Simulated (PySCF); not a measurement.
Gas-phase reaction: 2 H3SiGeH3 + C = 2 GeH4 + Si + H2CSiH2

Energies from PySCF, thermal terms from the rigid-rotor harmonic-oscillator model, ideal gas at 1 bar. † marks an energy on the PBE0/def2-TZVP geometry and frequencies; other levels use their own. MP2 freezes the core. 6-31G* has spherical d functions here. Open shells (unrestricted): C (multiplicity 3, electronic degeneracy 9), Si (multiplicity 3, electronic degeneracy 9); the rest are closed-shell singlets. Spin-orbit splitting is ignored; it lowers the true energy and changes the entropy of C, Si. B3LYP is the form with VWN-RPA correlation. Ge: all electrons, no relativistic terms. H2CSiH2: computed as isolated molecules; such fragments, hydroxides, amides, oligomers or adducts are transient or little studied in the gas. MP2 isn't extrapolated to the basis-set limit; its ΔH°(298 K) is -157.7 kJ in def2-SVP and -140.3 kJ in def2-TZVPP. The harmonic model lacks anharmonicity and excited electronic states, which grow with temperature; levels with a mode under 35 cm⁻¹ are left out. Internal rotation in H3SiGeH3 is treated as a harmonic vibration of one conformer, which makes the entropy rough.

| level | ΔE electronic, kJ | ΔH°(298 K), kJ | ΔS°(298 K), J/K | ΔG°(1400 K), kJ |
|---|---|---|---|---|
| B3LYP/6-31G* | -149 | -138 | 105 | -263 |
| BLYP/def2-TZVP† | -177 | -164 | 105 | -288 |
| HF/def2-TZVP† | -45 | -33 | 105 | -156 |
| MP2/def2-TZVPP† | -153 | -140 | 105 | -264 |
| PBE/def2-SVP | -180 | -168 | 104 | -290 |
| PBE/def2-TZVP† | -174 | -161 | 105 | -285 |
ΔH° is lowest at PBE/def2-SVP and highest at HF/def2-TZVP†. No reference value is set beside these.
